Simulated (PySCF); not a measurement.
Two species compared at the same levels of theory.

First species: C6H11F3.
Z-matrix (Å and degrees, PBE0-D3(BJ)/def2-SVP geometry), rows numbered from 1:
```
C 
C   1  1.5240
C   2  1.5183  1  110.20
F   3  1.3568  2  109.44  1    58.79
F   3  1.3563  2  110.20  1   176.19
C   2  1.5413  1  114.41  3  -127.34
C   6  1.5255  2  111.64  1   -77.33
C   6  1.5168  2  113.61  1    46.34
F   8  1.3782  6  111.66  2    52.34
H   1  1.1011  2  111.33  3    60.21
H   1  1.0998  2  111.40  3  -179.08
H   1  1.0984  2  110.41  3   -59.37
H   2  1.1047  1  108.76  3   113.36
H   3  1.1012  2  113.43  1   -62.40
H   6  1.1026  2  106.90  1   164.98
H   7  1.1018  6  111.75  2    61.47
H   7  1.0996  6  110.78  2   -58.59
H   7  1.1010  6  111.39  2  -178.28
H   8  1.1040  6  110.92  2   -68.07
H   8  1.1030  6  110.16  2   172.46
```

Second species: C6H11F3.
SMILES: `FC(C(CF)(C)C)(C)F`

Levels: CAM-B3LYP/def2-SVPD for dipole moment, HOMO energy, LUMO energy, HOMO–LUMO gap, static isotropic polarisability and electronic spatial extent ⟨r²⟩ about the centre of nuclear charge; TDDFT CAM-B3LYP/def2-SVPD for lowest singlet excitation; TDA CAM-B3LYP/def2-SVPD for lowest triplet excitation (Tamm–Dancoff); ΔSCF CAM-B3LYP/def2-SVPD for vertical ionisation energy; PBE0-D3(BJ)/def2-SVP for rotational constant A and rotational constant C. Geometries: PBE0-D3(BJ)/def2-SVP. Each structure is a single optimised conformer of the isolated species, non-relativistic unless stated; the electronic structure was computed with PySCF and density fitting.

The conformers computed, where there is a choice (atom-mapped SMILES and torsion angles):
- `[CH3:1][C@H:2]([CH:3]([F:4])[F:5])[C@@H:6]([CH3:7])[CH2:8][F:9]`: C1–C2–C3–F4 59°, C1–C2–C6–C7 -77°, C2–C6–C8–F9 52°
- `[CH3:1][C:2]([F:3])([F:4])[C:5]([CH3:6])([CH3:7])[CH2:8][F:9]`: C1–C2–C5–C6 61°, C2–C5–C8–F9 180°

| property | column X | column Y |
| --- | --- | --- |
| dipole moment | 2.31 D | 3.40 D |
| HOMO energy | -10.58 eV | -10.57 eV |
| LUMO energy | 1.17 eV | 1.15 eV |
| HOMO–LUMO gap | 11.75 eV | 11.72 eV |
| lowest singlet excitation | 9.02 eV | 9.05 eV |
| lowest triplet excitation (Tamm–Dancoff) | 8.83 eV | 8.81 eV |
| static isotropic polarisability | 74.3 au | 74.9 au |
| vertical ionisation energy | 11.32 eV | 11.36 eV |
| electronic spatial extent ⟨r²⟩ about the centre of nuclear charge | 1182 bohr² | 1300 bohr² |
| rotational constant A | 2.316 GHz | 1.971 GHz |
| rotational constant C | 1.163 GHz | 1.034 GHz |

Which column belongs to which species?

Column X is the second species and column Y the first. The first has 20 atoms and 74 electrons, the second 20 and 74.

How does each property change from the first species to the second?

dipole moment -1.09 D; HOMO energy -0.01 eV; LUMO energy +0.02 eV; HOMO–LUMO gap +0.03 eV; lowest singlet excitation -0.03 eV; lowest triplet excitation (Tamm–Dancoff) +0.02 eV; static isotropic polarisability -0.6 au; vertical ionisation energy -0.04 eV; electronic spatial extent ⟨r²⟩ about the centre of nuclear charge -118 bohr²; rotational constant A +0.345 GHz; rotational constant C +0.129 GHz.

On the first: In wavenumbers S1 is 73000 cm⁻¹ (1 eV = 8065.54 cm⁻¹). The principal polarisabilities are 71.6, 72.6 and 80.3 au; their mean is the isotropic value.

On the second: The principal polarisabilities are 72.4, 72.5 and 78.1 au; their mean is the isotropic value. The polarisability is 11.01 Å³ as a volume (1 au = 0.148185 Å³), or 1.00 au for each of the 74 electrons.
